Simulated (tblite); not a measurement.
Compound: C7H11N (charge +1 and doublet state).
Numbering: `[CH2+:1][C:2]([CH3:3])[C:4]1=[N:5][CH2:6][CH2:7][CH2:8]1` (hydrogens: H9, H10 on C1; H11, H12, H13 on C3; H14, H15 on C6; H16, H17 on C7; H18, H19 on C8)

Structure optimised with GFN2-xTB, isolated species. This method treats the open shell by occupation alone, without spin polarisation.

List the bond lengths, angles and torsions at this level.

```tsv
bond	length (Å)
C1–C2	1.358
C2–C3	1.483
C2–C4	1.445
C4=N5	1.290
N5–C6	1.400
C6–C7	1.536
C7–C8	1.532
C4–C8	1.499
C1–H9	1.078
C1–H10	1.078
C3–H11, C3–H12, C3–H13	1.090
C6–H14, C6–H15	1.100
C7–H16, C7–H17	1.091
C8–H18, C8–H19	1.094
```

Bonds in one row agree within 0.01 Å and their mean is given. A selection of angles:
```tsv
angle	degrees
C1–C2–C3	122.7
C1–C2–C4	118.9
C3–C2–C4	118.4
C2–C4–N5	122.3
C2–C4–C8	124.8
N5–C4–C8	112.8
C4–N5–C6	112.6
N5–C6–C7	107.6
C6–C7–C8	103.6
C4–C8–C7	103.3
```

Dihedral angles: C1–C2–C4–N5 0° (synperiplanar); C2–C4–N5–C6 180° (antiperiplanar); C4–N5–C6–C7 0° (synperiplanar); N5–C6–C7–C8 0° (synperiplanar); C6–C7–C8–C4 0° (synperiplanar); C2–C4–C8–C7 180° (antiperiplanar).

The 8 heavy atoms lie in one plane (0.002 Å rms). The C–C distances run from 1.358 Å (C1–C2, drawn single) to 1.536 Å (C6–C7, drawn single), a spread of 0.178 Å. The 5-membered ring C4–N5–C6–C7–C8 has internal angles of 103.3° to 112.8° (sum 540°, against 540° for a flat polygon); it is planar, 0.00 Å rms from its mean plane, widest ring torsion 0°. C1 (carbon bonded to C and 2 H) is planar (angles 121.4°, 120.8° and 117.8°, sum 360.0°, 0.00 Å off the plane of its three neighbours). Of the pairs four or more bonds apart, N5···H10 is among the closest relative to their van der Waals radii: 2.47 Å, 90 % of the sum of Bondi's values. C2 (carbon bonded to 3 C) is planar (angles 122.7°, 118.9° and 118.4°, sum 360.0°, 0.00 Å off the plane of its three neighbours). The C–N distances run from 1.290 Å (C4=N5, drawn double in one of several resonance forms) to 1.400 Å (N5–C6, drawn single), a spread of 0.110 Å.

Point group: Cs (tolerance 0.08 Å). Its GFN2-xTB frequencies are all real (lowest 69 cm⁻¹). Torsions: H–C1–C2–C3 0° and 180°, C1–C2–C4–N5 0°.

Hardware: one thread, Arm Neoverse V1 (aarch64), shared host. Cost: 0.92 s. These figures are those of the optimisation.

One conformer stands for the species.

These are computed values.
